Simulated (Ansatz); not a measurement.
Relaxation of AlH5O3Si (10 atoms, charge 0, multiplicity 1), to a largest force component of 0.02 eV/Å in at most 40 steps.

All numbers below come from RKS PBE-D4/6-31G* in Ansatz 0.2.0.

```xyz
10
Properties=species:S:1:pos:R:3
Al 0.000 0.000 0.000
O 0.000 0.000 1.780
H -0.909 -0.281 2.117
O 1.542 0.000 -0.890
Si 2.387 -1.376 -1.352
H 1.460 -2.351 -1.918
H 3.388 -1.020 -2.353
H 3.050 -1.955 -0.187
O -1.542 0.000 -0.890
H -2.051 -0.847 -0.681
```

Problem. Where does it end, and by what steps?

Solution. The run converged. The force dipped under the threshold on the way, but the program's further checks kept it going. After 27 steps the energy has fallen by 0.404 eV; O4 moved furthest, 1.11 Å.

```csv
step,energy less start (eV),largest force component (eV/Å),accepted
0,0.0000,1.269,yes
1,-0.1574,1.700,yes
2,-0.2319,1.532,yes
3,-0.3311,0.339,yes
4,-0.3662,0.158,yes
5,-0.3861,0.073,yes
6,-0.3926,0.025,yes
7,-0.3762,1.121,no
8,-0.3949,0.041,yes
9,-0.3953,0.237,yes
10,-0.3959,0.091,yes
11,-0.3980,0.009,yes
12,-0.3988,0.199,yes
13,-0.3988,0.074,no
14,-0.3996,0.033,yes
15,-0.4000,0.004,yes
16,-0.4002,0.046,yes
17,-0.3780,0.675,no
18,-0.4003,0.061,yes
19,-0.4010,0.005,yes
20,-0.4010,0.151,no
21,-0.4015,0.028,yes
22,-0.4020,0.076,yes
23,-0.4023,0.091,yes
24,-0.4028,0.070,yes
25,-0.4030,0.080,yes
26,-0.4035,0.055,yes
27,-0.4039,0.013,yes
```

```xyz
10
Properties=species:S:1:pos:R:3
Al -0.117 -0.388 0.204
O -0.281 0.084 1.850
H -1.139 0.401 2.179
O 1.429 -0.918 -0.272
Si 2.501 -1.500 -1.390
H 1.881 -2.561 -2.256
H 3.000 -0.399 -2.283
H 3.679 -2.103 -0.682
O -1.366 -0.371 -0.979
H -2.263 -0.075 -0.745
```

Whether the end is a true minimum wasn't checked by a vibrational analysis.

The run took 96 s on 1 thread of Arm Neoverse V1, with other jobs on the host, peak memory 0.13 GiB.
